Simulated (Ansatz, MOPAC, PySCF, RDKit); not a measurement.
Complex: AsH3 (SMILES [AsH3]) (first 4 atoms) with H2Se (SMILES [SeH2]); geometry from B3LYP-D3(BJ)/def2-TZVP, rigid monomers moved along the line of their centres of mass till As1···Se5 is 3.36 Å.
(charge 0, multiplicity 1):
```xyz
7

As    -0.1887    -0.1176    -0.3551
H     -0.1534    -0.0902    -1.8806
H      1.3100     0.1333    -0.2509
H     -0.5074     1.3694    -0.2698
Se    -0.0466    -0.4812     2.9774
H     -1.4904    -0.5497     2.7152
H     -0.2771     0.0277     4.3392
```

Counterpoise-corrected where a basis set is named; no monomer relaxation. RDKit's UFF carries no charges.

Rows in 6-31G* carry no dispersion term and start afresh at each structure (6-31G* with six Cartesian d functions); the Pople sets are all-electron and without relativity. The state reached by PM7 isn't checked; PM7 holds dispersion and hydrogen-bond terms.

Run with Ansatz (a first-principles code) with Gaussian orbitals; MOPAC for PM7 (differences of heats of formation); PySCF for 6-31G* rows, the dispersion terms; RDKit for the force fields. Values without a source in brackets are computed.

Problem. One of these levels gives 130.0 meV for the interaction energy. Which?
A) PM7
B) r2SCAN-D3(BJ)/def2-TZVPPD
C) UFF
D) HF/6-31G*

Solution. D, HF/6-31G*. The others give 81.4 (UFF), 65.4 (PM7), -22.8 (r2SCAN-D3(BJ)/def2-TZVPPD)
